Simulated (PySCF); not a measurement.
# Telling isomers of C₈H₁₂Si apart by NMR

How the numbers were obtained: geometry from GFN2-xTB, σ from GIAO-PBE0/pcSseg-1, in PySCF (isolated molecule, non-relativistic, rapidly exchanging positions averaged, a single conformation).

Scale: 1H (σref 31.72), 13C (σref 186.93) against TMS (reference shieldings calculated alike). Where no couplings were computed, multiplicities follow the n + 1 count of equivalent neighbours, and m marks all less simple cases (inequivalent or close neighbours, rings, F or P nearby). Shifts are as computed. Against solution values, carbons near 30 ppm lie about +3 ppm off and those near 130 ppm about +5 ppm. Of 1309 compounds with measured shifts, 239 miss one by over three times the rms of a fit or turn the order of signals round; such compounds aren't used in these exercises.

(1) Tabulate the signals of `CCCC#CC1=CC[SiH2]1`, `C=CC1=CC(C)=C[SiH2]C1`, `C=CC1=CC(C)=CC[SiH2]1`, `C=C(C)[C@]1(C#CC)C[SiH2]1` and their relative energies.

(2) What is the quickest way to tell C=CC1=CC(C)=CC[SiH2]1 from C=C(C)[C@]1(C#CC)C[SiH2]1?

(3) What is the quickest way to tell CCCC#CC1=CC[SiH2]1 from C=CC1=CC(C)=CC[SiH2]1?

(4) What is the quickest way to tell C=CC1=CC(C)=C[SiH2]C1 from C=C(C)[C@]1(C#CC)C[SiH2]1?

## Answers

(1) 
```tsv
SMILES	carbon types	δC	δH	E rel. (kcal/mol)
CCCC#CC1=CC[SiH2]1	3×C 1×CH 3×CH2 1×CH3	164.4, 135.8, 102.7, 86.4, 26.5, 24.5, 18.5, 15.5	7.19 (t, 1H), 5.03 (m, 2H), 2.52 (t, 2H), 1.91 (m, 2H), 1.50 (m, 2H), 1.16 (t, 3H)	36.5
C=CC1=CC(C)=C[SiH2]C1	2×C 3×CH 2×CH2 1×CH3	159.2, 151.2, 143.8, 137.3, 120.3, 120.0, 32.3, 2.9	6.70 (m, 1H), 5.89 (s, 1H), 5.83 (t, 1H), 5.59 (m, 1H), 5.51 (m, 1H), 4.68 (m, 2H), 2.04 (s, 3H), 1.70 (m, 2H)	0.0
C=CC1=CC(C)=CC[SiH2]1	2×C 3×CH 2×CH2 1×CH3	152.2, 151.6, 137.6, 136.8, 133.6, 122.4, 28.5, 9.2	6.81 (m, 1H), 6.67 (s, 1H), 6.09 (t, 1H), 5.49 (m, 1H), 5.34 (m, 1H), 4.62 (m, 2H), 1.90 (m, 2H), 1.88 (s, 3H)	1.7
C=C(C)[C@]1(C#CC)C[SiH2]1	4×C 2×CH2 2×CH3	157.3, 105.4, 90.0, 81.2, 28.9, 18.0, 16.9, 5.2	4.77 (br s, 1H), 4.15 (br s, 1H), 3.27 (m, 1H), 2.70 (m, 1H), 2.31 (s, 3H), 2.01 (s, 3H), 1.42 (m, 1H), 1.36 (m, 1H)	53.5
```

Energies are electronic energies at PBE0/pcSseg-1 on these geometries, without zero-point or thermal terms, each for the one conformer computed, which needn't be the lowest.

(2) Both give the same number of carbon signals, but DEPT or the intensities differ. The first has an alkene CH at 152.2 ppm, the second a three-membered-ring carbon (C) at 18.0 ppm. Their most deshielded carbons lie at 152.2 and 157.3 ppm. In the proton spectra the most deshielded non-exchanging signals are 6.81 (m, 1H) and 4.77 (br s, 1H).

(3) Both give the same number of carbon signals, but DEPT or the intensities differ. The first has an alkyne carbon (C) at 86.4 ppm, the second a terminal =CH2 carbon at 122.4 ppm. Their most deshielded carbons lie at 164.4 and 152.2 ppm.

(4) Both give the same number of carbon signals, but DEPT or the intensities differ. The first has an alkene CH at 151.2 ppm, the second an alkyne carbon (C) at 81.2 ppm. Their most deshielded carbons lie at 159.2 and 157.3 ppm. In the proton spectra the most deshielded non-exchanging signals are 6.70 (m, 1H) and 4.77 (br s, 1H).
